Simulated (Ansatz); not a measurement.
C5H10Si, singlet, geometry from GFN2-xTB, atoms displaced at random by about 0.08 Å a coordinate; R2SCAN/STO-3G, gradient in Ansatz (a first-principles code).

Here is a job for Ansatz.
Ansatz 0.2 input:
```yaml
crystal:
  periodic: [false, false, false]
  atoms:
    - {symbol: C, position_ang: [2.05517912, 1.60682795, 1.09300657]}
    - {symbol: C, position_ang: [0.99727945, 0.96291899, 0.49702214]}
    - {symbol: Si, position_ang: [-0.27697318, -0.14168809, -0.10486344]}
    - {symbol: C, position_ang: [-0.33018045, -1.70558541, 0.93087488]}
    - {symbol: C, position_ang: [0.18246024, -0.52356958, -1.87660423]}
    - {symbol: C, position_ang: [-1.87939175, 0.80251859, 0.11594169]}
    - {symbol: H, position_ang: [2.76166915, 2.25271975, 1.38860410]}
    - {symbol: H, position_ang: [-0.50257992, -1.80431991, 1.83461127]}
    - {symbol: H, position_ang: [-1.04201282, -2.26119714, 0.29571200]}
    - {symbol: H, position_ang: [0.78156280, -2.37531889, 0.71955550]}
    - {symbol: H, position_ang: [-0.55663020, -0.97585146, -2.31487021]}
    - {symbol: H, position_ang: [0.27420740, 0.36621377, -2.59230892]}
    - {symbol: H, position_ang: [1.01409787, -0.94541057, -2.09075208]}
    - {symbol: H, position_ang: [-2.11573103, 1.07614334, 1.11448384]}
    - {symbol: H, position_ang: [-1.87377622, 1.70030628, -0.46230073]}
    - {symbol: H, position_ang: [-2.62530127, 0.20647864, -0.41113030]}
basis:
  gaussian:
    orbitals: STO-3G
hamiltonian:
  xc: r2scan
output: {forces: true}
```

Output, abridged:

```
Functional definition: r2SCAN
580 factors; integrals over basis functions are off by at most 3.3e-5 eV
mean field evaluation 1: about -13061.0089 eV, gradient 2.0e1 eV
mean field evaluation 2: about -13061.1028 eV, gradient 1.9e1 eV
mean field evaluation 4: about -13062.1825 eV, gradient 1.6e0 eV
mean field evaluation 8: about -13062.0105 eV, gradient 1.0e-1 eV
mean field -13062.01049591 eV, -480.0200319759 hartree, gradient 3.2e-5 eV, S^2 0.000000; 0 other end points of the search recorded, 0 dependent functions left out
the calculation of the forces begins
reference -13062.01050379 eV, -480.0200322657 hartree; 27, 27 occupied and 17, 17 virtual orbitals, 580 factors
Total energy: -13062.01050379 eV, -480.0200322657 hartree
Atom 0 at     2.055179     1.606828     1.093007 Å, force   -12.955929    -8.748033    -6.914253 eV/Å
Atom 1 at     0.997279     0.962919     0.497022 Å, force    10.658117     6.488295     5.961432 eV/Å
Atom 2 at    -0.276973    -0.141688    -0.104863 Å, force     0.766358     0.703251     1.179508 eV/Å
Atom 3 at    -0.330180    -1.705585     0.930875 Å, force     6.464273    -2.425745   -13.691300 eV/Å
Atom 4 at     0.182460    -0.523570    -1.876604 Å, force    -2.369769     8.538979     1.809001 eV/Å
Atom 5 at    -1.879392     0.802519     0.115942 Å, force     0.388714    -1.143992    -2.341839 eV/Å
Atom 6 at     2.761669     2.252720     1.388604 Å, force     3.272882     2.926000     1.428935 eV/Å
Atom 7 at    -0.502580    -1.804320     1.834611 Å, force    -2.436244    -0.341227    10.889211 eV/Å
Atom 8 at    -1.042013    -2.261197     0.295712 Å, force    -0.134300    -0.586900     0.876272 eV/Å
Atom 9 at     0.781563    -2.375319     0.719556 Å, force    -4.228536     2.753621     0.853934 eV/Å
Atom 10 at    -0.556630    -0.975851    -2.314870 Å, force    -5.201667    -4.124666    -2.900233 eV/Å
Atom 11 at     0.274207     0.366214    -2.592309 Å, force    -0.354907    -0.374806     1.952417 eV/Å
Atom 12 at     1.014098    -0.945411    -2.090752 Å, force     7.010748    -4.427261    -0.698217 eV/Å
Atom 13 at    -2.115731     1.076143     1.114484 Å, force    -0.508125    -0.235013     1.315942 eV/Å
Atom 14 at    -1.873776     1.700306    -0.462301 Å, force     0.431319     1.217652    -0.514182 eV/Å
Atom 15 at    -2.625301     0.206479    -0.411130 Å, force    -0.802935    -0.220154     0.793371 eV/Å
Dipole moment:    -0.202728    -0.132643    -0.181775 e Å
```
